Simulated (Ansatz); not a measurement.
**C3H5BO: which of these isomers lies lowest?**

2 of its isomers, all singlets with charge 0: A = `O=C1CBC1`; B = `C#CBCO`.

Shapes, held fixed at every level: PBE0-D4/def2-TZVP. Flexible molecules stand in one conformer, not always the lowest. Programs: Ansatz 0.2.0.

Electronic energies in kJ/mol, without zero-point or thermal terms.

```json
{"level": "HF/def2-TZVPP", "kind": "Hartree–Fock", "B − A": "+70.9"}
{"level": "B3LYP-D4/def2-TZVPP", "kind": "global hybrid", "B − A": "+75.7"}
{"level": "wB97X-V/def2-TZVPP", "kind": "range-separated hybrid", "B − A": "+102.5"}
{"level": "MP2/def2-TZVPP", "kind": "perturbation theory", "B − A": "+77.5"}
{"level": "CCSD/def2-SVP", "kind": "coupled cluster or CI", "B − A": "+98.7"}
{"level": "CCSD/def2-TZVPP", "kind": "coupled cluster or CI", "B − A": "+76.7"}
{"level": "CCSD(T)/CBS estimate", "kind": "coupled cluster or CI", "B − A": "+73.2"}
```

The highest level, CCSD(T)/CBS estimate, puts A lowest of these. All levels agree on that. The B − A difference spans +70.9 to +102.5 kJ/mol over the levels. The CBS estimate extrapolates MP2 from def2-TZVPP and def2-QZVPP and adds CCSD(T) − MP2 in the triple-zeta set, cores frozen.
